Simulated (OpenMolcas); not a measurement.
**Cr+: Racah parameters, worked from levels**

```
Program             : OpenMolcas 26.06
Basis               : ANO-R1 [5s3p3d1f]
Scalar Hamiltonian  : X2C, finite nucleus
Active space        : 5 electrons in 5 orbitals (3d)
State averaging     : 2S+1 = 6 even, 1 root; 2S+1 = 4 even, 24 roots; 2S+1 = 2 even, 75 roots (53 in the spin-orbit step)
Spin-orbit coupling : RASSI with atomic mean-field integrals over the reference wave functions, term energies averaged over their components
```

Methods: CASSCF; MS-CASPT2, IPEA 0.25 Eh, imaginary shift 0.1 Eh (closed shells correlated: 3s 3p).

**Racah parameters.** Above 6S, d5 has 4D at 17B + 5C, 4G at 10B + 5C and 4P at 7B + 7C. The first two fix B and C, and the third tests them; where it misses by thousands of cm-1, two parameters do not describe the configuration (Trees and configuration-interaction terms are left out) and B and C hang on the terms chosen. Term energies are centres of gravity, weighted by 2J + 1.

```json
{"Source": "CASSCF", "4D": "32703", "4G": "26258", "B": "921", "C": "3410", "C/B": "3.70", "4P from B, C": "30317", "4P found": "30179"}
{"Source": "MS-CASPT2", "4D": "27776", "4G": "23181", "B": "656", "C": "3323", "C/B": "5.07", "4P from B, C": "27853", "4P found": "24828"}
```

Energies in cm-1. From CASSCF to MS-CASPT2, B changes by -28.8 % and C by -2.6 %.

CASPT2 does not keep the components of a term degenerate, so their means are used; among the terms shown or strongly mixed into the levels shown the widest spread is 510 cm-1 (3d5 4G, MS-CASPT2). Some high roots are left out of the spin-orbit mixing, which shifts the levels that they would mix with. Without dynamic correlation excited terms often stand tens of per cent too high (terms of higher spin than the ground term too low), and those without a measured partner can miss by more than the paired ones (holds for CASSCF). Levels of configurations outside the active space are missing.
